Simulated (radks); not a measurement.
The numbers below are computed, except where a source is named.
Initial-state core-level shifts of the dysprosium ion Dy3+ when its valence configuration changes from [Xe] 4f9. Level of theory: non-relativistic Kohn-Sham, PBE, spin-polarised, spherical densities, point nucleus; open shells are filled with parallel spins first (spin-orbit coupling, left out, can overturn this in heavy ions); relativity is left out, which matters for an element this heavy (a radial shooting solver on a logarithmic mesh with Libxc functionals). Shifts are changes of the shell-averaged eigenvalues in eV (positive: less bound); the change of the density at the nucleus, which sets a Mossbauer isomer shift, is in e/bohr^3, on a base of 2.049e+05.

| valence | 1s | 3s | 3d | 5s | density at nucleus |
|---|---|---|---|---|---|
| 4f7 6s2 | -25.726 | -29.655 | -29.370 | -14.665 | +63.34 |
| 4f7 5d2 | -17.416 | -21.321 | -20.972 | -7.276 | +22.05 |
| 4f8.5 6s0.5 | -5.961 | -6.840 | -6.772 | -3.579 | +13.82 |
| 4f8 6s1 | -12.228 | -14.061 | -13.922 | -7.198 | +29.10 |
| 4f6.5 5d2.5 | -22.386 | -27.480 | -27.028 | -9.104 | +28.66 |
| 4f5 5d2 6p2 | -48.653 | -57.756 | -57.050 | -23.719 | +56.29 |
| 4f8 5d1 | -8.384 | -10.201 | -10.034 | -3.686 | +10.42 |
| 4f5 6s2 6p2 | -58.040 | -67.165 | -66.551 | -31.324 | +108.68 |
| 4f8.5 5d0.5 | -4.104 | -4.978 | -4.897 | -1.853 | +5.05 |
